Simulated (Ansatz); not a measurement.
# triplet Si: levels of theory in one basis

A single Si atom.

Basis set: STO-3G (spherical functions). Correlated methods keep 5 orbitals frozen. Correlation on ROHF uses semicanonical orbitals with singles. Charge 0, multiplicity 3.

Computed with Ansatz (development build ahead of 0.2.0); each method stands on the lowest determinant of its kind that the runs found.

```json
{"method": "ROHF", "E − E(ROHF) (eV)": "0.00", "<S²> of the determinant": "2.00"}
{"method": "ROHF-CCSD", "E − E(ROHF) (eV)": "-0.36", "<S²> of the determinant": "–"}
{"method": "ROHF-CCSD(T)", "E − E(ROHF) (eV)": "-0.36", "<S²> of the determinant": "–"}
{"method": "full CI (lowest root of this spin)", "E − E(ROHF) (eV)": "-0.36", "<S²> of the determinant": "–"}
```

(1) What does ROHF-MP2 give on the same scale?

(2) Is a single determinant a sound starting point here?

Results:

(1) -0.20 eV.

(2) By this sign, yes. Unrestricted orbitals gain 0.00 eV and <S²> is 2.00 against 2.00 for a pure state.
